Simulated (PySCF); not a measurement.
Input file for PySCF: R-M06-2X/6-31G* on CH5FGe (SMILES [CH3][GeH2][F]), a point of a torsion scan.

```python
from pyscf import gto, scf, dft, mp
from pyscf.data.elements import chemcore

mol = gto.M(
    atom='''
    C     1.06819497    0.08537429   -0.06300218
    Ge   -0.88462033   -0.01825282    0.15329073
    F    -1.35165996   -1.48540294   -0.68320483
    H     1.36112232   -0.53613410   -0.90563496
    H     1.57415734   -0.28526734    0.82533541
    H     1.39530667    1.10451490   -0.24591656
    H    -1.41686764   -0.27086245    1.53734919
    H    -1.70409488    1.01019917   -0.57829956
    ''',
    basis='6-31g*',
    cart=True,
    charge=0, spin=0, verbose=3, max_memory=1800)
mf = dft.RKS(mol, xc='m062x')
mf.conv_tol = 1e-8
mf.max_cycle = 100
mf.kernel()
if not mf.converged:
    mf = mf.newton().run(mf.mo_coeff, mf.mo_occ)
```

Question: What total energy does the run end on?

Answer: -2217.6384 hartree.
